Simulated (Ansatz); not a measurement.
Reactions of `OC(F)O[SiH3]`.

Isolated molecules relaxed with PBE0-D4/def2-TZVP in Ansatz; ΔE leaves out vibrations. CCSD(T)/CBS is the MP2 limit (def2-TZVPP, def2-QZVPP) plus CCSD(T) − MP2 in def2-TZVPP, frozen cores. This one scheme is used for every species. One conformer a species, not always the lowest.

(1) Order these by ΔE at CCSD(T)/CBS, lowest first. (An estimate is asked.)
A. `OC(F)O[SiH3]` + `C=N` → `C=NC(F)O[SiH3]` + H₂O
B. `OC(F)O[SiH3]` + H–F → `FC(F)O[SiH3]` + H₂O
C. `OC(F)O[SiH3]` → `OC(O)(F)[SiH3]`

Largest T1 diagnostic: 0.013, for `C=NC(F)O[SiH3]`.

Answers

(1) A (-7.8 kJ/mol), B (+3.2 kJ/mol), C (+122.5 kJ/mol).
